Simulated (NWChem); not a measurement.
Molecule: SiAsH$_{4}$, doublet; SMILES [SiH2][AsH2]

Computed with NWChem. Pople sets run with spherical d functions. Spin-unrestricted. Geometry: optimised at PBE0/def2-SVP, spin-unrestricted. No stability test was run on the SCF state. Level r2SCAN/6-31G*: energy and gradient on several grids; changes count from the extra-fine grid, which is no exact limit either.

| grid | size of the energy change (μHa) | largest change of a gradient component (μHa/bohr) | time, medium = 1 (rough) |
|---|---|---|---|
| xcoarse | 3000 | 3000 | about 1 |
| coarse | 200 | 1000 | about 1 |
| medium | 40 | 200 | about 1 |
| fine | < 10 | 40 | about 1 |
| xfine | < 10 | < 30 | 2 |
